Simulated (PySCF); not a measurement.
Computed shifts of a molecule C₂H₈FNSi, B3LYP/pcSseg-1 (PySCF), GIAO, gas phase, atoms alike by connectivity averaged where their shifts nearly agree, in ppm (number of nuclei): ²⁹Si: -18.8 (1). ¹⁹F: -168.3 (1). ¹⁵N: 59.3 (1). ¹³C: 43.1 (2). ¹H: 4.85 (2), 3.00 (6). References: ²⁹Si against TMS (σ = 338.7 ppm); ¹⁹F against CFCl3 (σ = 161.7 ppm); ¹⁵N against NH3 (σ = 265.5 ppm); ¹³C against TMS (σ = 181.3 ppm); ¹H against TMS (σ = 31.68 ppm), references at their B3LYP-D3(BJ)/def2-TZVP geometries, non-relativistic. Coordinates come from a B3LYP-D3(BJ)/def2-SVP optimisation. The values are those of a single conformer.

Task: Which molecule gave these data?
A. C[Si@H](F)CN
B. C[Si@H](N)CF
C. C[C@H](F)[SiH2]N
D. CN(C)[SiH2]F

Result: D, CN(C)[SiH2]F
